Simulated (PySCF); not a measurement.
BI2, SMILES I[B+]I, charge +1.

Geometry optimised at B3LYP-D3(BJ)/def2-TZVP. The def2 effective core potentials stand for the cores of I; spin–orbit coupling is left out.

All values below come from TDA-PBE/def2-SVPD in PySCF 2.14.0.

Vertical excitations; the highest root listed may be one member of a degenerate set. Isolated molecule, no solvent. State labels are in the subgroup D2h.

| state | symmetry | energy (eV) | λ (nm) | f | main pairs |
|---|---|---|---|---|---|
| S1 | Au | 4.02 | 308 | 0.000 | HOMO→LUMO+1 50 %, HOMO−1→LUMO 50 % |
| S2 | Au | 4.21 | 294 | 0.000 | HOMO−1→LUMO, HOMO→LUMO+1 (degenerate set) |
| S3 | B1u | 4.21 | 294 | 0.000 | HOMO→LUMO, HOMO−1→LUMO+1 (degenerate set) |
| S4 | B1g | 5.11 | 243 | 0.000 | HOMO−2→LUMO 50 %, HOMO−3→LUMO+1 50 % |
| S5 | Ag | 5.27 | 235 | 0.000 | HOMO−3→LUMO, HOMO−2→LUMO+1 (degenerate set) |
| S6 | B1g | 5.27 | 235 | 0.000 | HOMO−3→LUMO+1, HOMO−2→LUMO (degenerate set) |
| S7 | B3g | 5.76 | 215 | 0.000 | HOMO→LUMO+2 (degenerate set) |
| S8 | B2g | 5.76 | 215 | 0.000 | HOMO−1→LUMO+2 (degenerate set) |
| S9 | B1u | 6.17 | 201 | 0.938 | HOMO−1→LUMO+1 39 %, HOMO→LUMO 39 %, HOMO−4→LUMO+2 19 % |
| S10 | B3u | 6.90 | 180 | 0.007 | HOMO−2→LUMO+2 98 % |
| T1 | B1u | 3.65 | 340 | 0 | HOMO→LUMO 50 %, HOMO−1→LUMO+1 50 % |
| T2 | Au | 3.81 | 326 | 0 | HOMO−1→LUMO, HOMO→LUMO+1 (degenerate set) |
| T3 | B1u | 3.81 | 326 | 0 | HOMO−1→LUMO+1, HOMO→LUMO (degenerate set) |
| T4 | Au | 4.02 | 308 | 0 | HOMO→LUMO+1 50 %, HOMO−1→LUMO 50 % |
Triplets are in the Tamm–Dancoff approximation.
